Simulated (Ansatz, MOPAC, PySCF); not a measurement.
Breaking a bond: SiB (cation, charge +1), lowest triplet found (which spin is the ground state isn't settled by this scan).

- ROCCSD(T) = Ansatz (a program for electronic structure) with CCSD(T) on ROHF/aug-cc-pVDZ, frozen core
- UKS-CAM-B3LYP = unrestricted CAM-B3LYP/aug-cc-pVDZ run with Ansatz
- PM6, unrestricted, heats of formation (MOPAC)
- UKS-B3LYP/6-31G* = PySCF with unrestricted B3LYP/6-31G*, spherical d
- UCCSDT = CCSDT on UHF/aug-cc-pVDZ, frozen core run with Ansatz

Energies are in kcal/mol, each relative to the lowest point of its own curve between 2.04 and 2.64 Å, where full CI is lowest.

```tsv
R / Å	ROCCSD(T)	UKS-CAM-B3LYP	PM6	UKS-B3LYP/6-31G*	UCCSDT
2.04	1.2	0.4	5.1	0.7	1.3
2.10	0.1	0.0	6.2	0.0	0.1
2.22	0.0	1.2	0.0	0.6	0.0
2.30	0.9	2.8	0.1	2.0	0.9
2.44	3.5	6.3	1.1	5.2	3.5
2.64	8.0	11.4	3.6	10.2	7.9
2.87	13.1	16.8	6.6	15.6	13.1
3.15	19.0	22.5	9.9	20.9	19.1
3.46	—	27.8	12.7	25.5	25.1
3.81	—	32.7	14.9	29.5	—
4.26	—	37.4	16.6	33.1	—
4.85	—	41.6	17.7	35.7	—
5.62	—	44.4	18.4	36.7	—
6.69	—	45.6	18.9	36.2	—
```

At the longest distance, 6.69 Å, UKS-CAM-B3LYP lies highest above its minimum (45.6 kcal/mol) and PM6 lowest (18.9 kcal/mol).

A dash means that the run gave no value there, or that the column was ended at a point which the program doubted or which failed a test of continuity chosen for this set; such a test can also cut sound points.

The scan ran from 1.41 to 6.69 Å; beyond the distances shown full CI changes its symmetry label. The T1 diagnostic of CCSD on the restricted reference of ROCCSD(T) exceeds 0.045 at 2.04 to 2.87, 3.81 to 5.62 Å. The unrestricted determinant behind UCCSDT is spin-contaminated at 2.04 Å (<S²> up to 2.2, against 2.00 for a pure triplet).
